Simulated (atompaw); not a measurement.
## An all-electron radial function and its pseudo partner (boron)

Columns: radius, all-electron u(r) and pseudo u(r) of the 2p shell (level -25.49 eV) of boron in the configuration [He] 2s1 2p0; PBE, scalar-relativistic, PAW (atompaw) scheme, atompaw 4.2.0.5.

| r (bohr) | all-electron | pseudo |
| --- | --- | --- |
| 0.075 | 0.0241 | 0.0068 |
| 0.150 | 0.0808 | 0.0268 |
| 0.225 | 0.1542 | 0.0593 |
| 0.300 | 0.2343 | 0.1030 |
| 0.375 | 0.3149 | 0.1561 |
| 0.450 | 0.3920 | 0.2165 |
| 0.525 | 0.4634 | 0.2821 |
| 0.600 | 0.5276 | 0.3502 |
| 0.675 | 0.5839 | 0.4186 |
| 0.750 | 0.6319 | 0.4849 |
| 0.825 | 0.6716 | 0.5469 |
| 0.900 | 0.7039 | 0.6028 |
| 0.975 | 0.7296 | 0.6513 |
| 1.050 | 0.7489 | 0.6912 |
| 1.125 | 0.7621 | 0.7221 |
| 1.200 | 0.7693 | 0.7438 |
| 1.275 | 0.7709 | 0.7565 |
| 1.350 | 0.7676 | 0.7610 |
| 1.425 | 0.7597 | 0.7580 |
| 1.500 | 0.7479 | 0.7488 |
| 1.575 | 0.7327 | 0.7345 |
| 1.650 | 0.7148 | 0.7163 |
| 1.725 | 0.6945 | 0.6954 |
| 1.800 | 0.6723 | 0.6727 |
| 1.875 | 0.6488 | 0.6489 |
| 1.950 | 0.6243 | 0.6243 |

(1) How many radial nodes do the two functions have?

(2) Is the pseudo-wave norm-conserving?

## Answers

(1) The all-electron 2p function has n − l − 1 = 0; the pseudo-wave has 0.

(2) No, it belongs to a PAW set: the norm inside the radius is not constrained, and the difference is carried by the augmentation charge.
